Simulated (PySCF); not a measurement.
# Assigning NMR signals

Structure with atom numbers: `[CH3:1][Si@H:2]1[CH2:3][C@@H:4]([F:5])[CH2:6]1` (H(Xn): hydrogen on atom n). Ha(C3), Ha(C6) are cis to C1 on the ring; Hb(C3), Hb(C6) are trans to C1 on the ring.

Level of theory: structure optimised with GFN2-xTB, σ from GIAO-PBE0/pcSseg-1, in PySCF 2.14.0 with density-fitted response routines (one computed conformer, averaged over atoms made equivalent by symmetry, fast rotation or ring inversion, relativity neglected, isolated molecule).

References, each an isolated molecule treated in the same way: TMS for $^{13}$C, $^{1}$H.

Q: Assign these signals to the numbered atoms. $^{13}$C{$^{1}$H} NMR (computed): δ 88.0, 26.5, -1.9.

A: 
88.0 → C4, sp3 CH bonded to F: the inductive effect lowers its shielding
26.5 → C3/C6, sp3 CH2 bonded to Si
-1.9 → C1, methyl carbon bonded to Si: an electropositive neighbour leaves it electron-rich and shielded

Q: Assign these signals to the numbered atoms. $^{1}$H NMR (400 MHz, computed): δ 5.21 (m, 1H), 4.51 (m, 1H), 2.02 (m, 2H), 1.77 (m, 2H), 0.39 (d, 3H).

A: 
```tsv
δ (ppm)	atoms	environment	reason
5.21	H(C4)	hydrogen on an sp3 CH bonded to F	its carbon carries F, which withdraws density
4.51	H(Si2)	hydrogen on a silicon bonded to 3 C, in a 4-membered ring	–
2.02	Hb(C3)/Hb(C6)	hydrogen on an sp3 CH2 bonded to Si	–
1.77	Ha(C3)/Ha(C6)	hydrogen on an sp3 CH2 bonded to Si	–
0.39	H(C1)	hydrogen on a methyl carbon bonded to Si	an electropositive neighbour shields it, as in TMS itself
```

Splittings by $^{19}$F in the carbon and heteronuclear signals aren't shown, as no couplings were computed. Shifts are as computed. Against solution values, carbons near 30 ppm lie about +3 ppm off and those near 130 ppm about +5 ppm. Of 1211 compounds with measured shifts, 218 miss one by over three times the rms of a fit or turn the order of signals round; such compounds aren't used in these exercises. Multiplicities follow the n + 1 count of equivalent neighbours, as no J values were calculated; m marks all less simple cases, F and P coupling included.
